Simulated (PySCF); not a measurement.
## Correlation energy of Dy⁵³⁺ (dysprosium, charge +53)

[Ne] 3s2 3p1, 2P determinant. All numbers are calculated (PySCF 2.14, scalar relativity by spin-free X2C-1e, in an even-tempered Gaussian basis (17 s from 12 bohr⁻², ratio 2.5; 12 p from 16 bohr⁻², ratio 2.5; 4 d from 62 bohr⁻², ratio 2.7; 4 f from 93 bohr⁻², ratio 2.7)). Frozen: 1s2; 11 electrons correlated; the 20 highest virtual orbitals of each spin left out.

MP2 pair energies summed by pair of shells (mhartree):

| pair | energy | share (%) |
| --- | --- | --- |
| 2p-2p | -216.79 | 43.6 |
| 3s-3s | -69.52 | 14.0 |
| 2s-2p | -63.35 | 12.7 |
| 2p-3s | -56.16 | 11.3 |
| 3s-3p | -41.18 | 8.3 |
| 2p-3p | -25.57 | 5.1 |
| 2s-2s | -11.41 | 2.3 |
| 2s-3s | -8.98 | 1.8 |
| 2s-3p | -4.75 | 1.0 |

Total MP2 correlation energy: -497.71 mhartree.

At this charge the one-electron X2C treatment keeps the bare 1/r₁₂, with no two-electron picture change or Breit term. The effect here is smaller than on the frozen 1s shell; and a scalar Hamiltonian misses the large spin-orbit splitting of the p shells, which matters for ns² → np² pairs.
